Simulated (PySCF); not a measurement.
Compound: C₂H₇NOSSi.
Z-matrix (Å and degrees, PBE0-D3(BJ)/def2-SVP geometry), rows numbered from 1:
```
C 
S   1  1.8221
Si  2  2.1408  1   98.90
N   3  1.7724  2  102.23  1   179.79
C   4  1.3595  3  117.39  2   179.69
O   5  1.2110  4  122.34  3    -0.14
H   1  1.0994  2  111.44  3    61.08
H   1  1.0993  2  111.43  3   -62.10
H   1  1.0979  2  106.63  3   179.47
H   3  1.4892  2  110.98  1   -61.47
H   3  1.4894  2  111.00  1    61.09
H   4  1.0144  3  124.04  2    -0.34
H   5  1.1156  4  114.84  3   179.97
```

The calculation used PBE0-D3(BJ)/def2-SVP geometry optimisation, gas phase (PySCF).

Masses are those of the commonest isotopes; rigid-rotor values at the optimised geometry. The values belong to one conformer with, in the numbering `[CH3:1][S:2][SiH2:3][NH:4][CH:5]=[O:6]`, C1–S2–Si3–N4 180°, S2–Si3–N4–C5 180°, Si3–N4–C5–O6 0°.

Give the principal moments of inertia and the rotational constants in GHz.

Ia = 63.07, Ib = 493.17, Ic = 546.97 u·Å²; 505379 MHz·u·Å²/I gives 8014, 1025 and 924.0 MHz, that is A = 8.0135, B = 1.0248, C = 0.9240 GHz.

Classify the top.

A near-prolate asymmetric top; Ray's κ = -0.972.

What does the inertial defect say?

Not planar: Δ = Ic − Ia − Ib = -9.26 u·Å². For a rigid frame Δ = −2 Σ m c², so Σ m c² = 4.63 u·Å² lies off the ab plane, practically all of it from hydrogen. The atom farthest from that plane is 1.22 Å away.

Give the other two planar moments, Paa and Pbb, and the rms extents of the mass along the axes.

Paa = Σ m a² = (Ib + Ic − Ia)/2 = 488.53 and Pbb = Σ m b² = (Ia + Ic − Ib)/2 = 58.43 u·Å². With the mass M = 121.00 u, the rms extents √(P/M) along a, b and c are 2.01, 0.69, 0.20 Å.

Where do the levels up to J = 2 lie, in MHz?

Above 0(0,0):
J = 1: 1(0,1) 1949, 1(1,1) 8937, 1(1,0) 9038
J = 2: 2(0,2) 5845, 2(1,2) 12734, 2(1,1) 13037, 2(2,1) 34003, 2(2,0) 34004
The levels of one J sum to (2J + 1)J(J + 1)(A + B + C)/3.

Which types of transition are allowed, and where do some lines up to J = 4 fall?

The dipole components are |μa| = 1.99 D, |μb| = 1.55 D, |μc| = 0.00 D; the mirror of this Cs structure is the ab plane, so μc vanishes by symmetry (the 0.02 D computed is a residue) and there are no c-type lines. Intensities carry the squares of the components, which stand as 1.00 : 0.61 (a : b). Some lines, for components of 0.1 D or more:

```
type  branch         J(Ka,Kc)    MHz  lower level (cm⁻¹)
   a       Q  2(1,1) ← 2(1,2)    302               0.425
   a       Q  4(1,3) ← 4(1,4)   1008               0.868
   a       R  3(1,3) ← 2(1,2)   5694               0.425
   a       R  3(0,3) ← 2(0,2)   5842               0.195
   a       R  3(2,2) ← 2(2,1)   5846               1.134
   a       R  3(2,1) ← 2(2,0)   5851               1.134
   a       R  3(1,2) ← 2(1,1)   5997               0.435
   b       Q  1(1,0) ← 1(0,1)   7090               0.065
   b       Q  2(1,1) ← 2(0,2)   7191               0.195
   b       Q  3(1,2) ← 3(0,3)   7346               0.390
   b       Q  4(1,3) ← 4(0,4)   7557               0.649
   a       R  4(1,4) ← 3(1,3)   7591               0.615
   a       R  4(2,3) ← 3(2,2)   7794               1.329
   a       R  4(2,2) ← 3(2,1)   7805               1.329
   b       R  2(1,2) ← 1(0,1)  10785               0.065
   b       Q  3(2,1) ← 3(1,2)  20821               0.635
   b       Q  4(2,3) ← 4(1,4)  21623               0.868
   b       R  3(2,1) ← 2(1,2)  27120               0.425
   b       R  4(2,3) ← 3(1,2)  28610               0.635
   b       Q  4(3,1) ← 4(2,2)  35183               1.590
   b       R  4(3,2) ← 3(2,1)  42988               1.329
   b       Q  4(4,1) ← 4(3,2)  49272               2.763
   b       R  4(4,0) ← 3(3,1)  57069               2.503
```

Stationary, but not proved a minimum. No vibrational averaging or centrifugal distortion is included, and the geometry carries the error of its method. A rigid rotor knows nothing of internal rotation, which can split or shift real lines. Quadrupole hyperfine structure (14N) is left out.
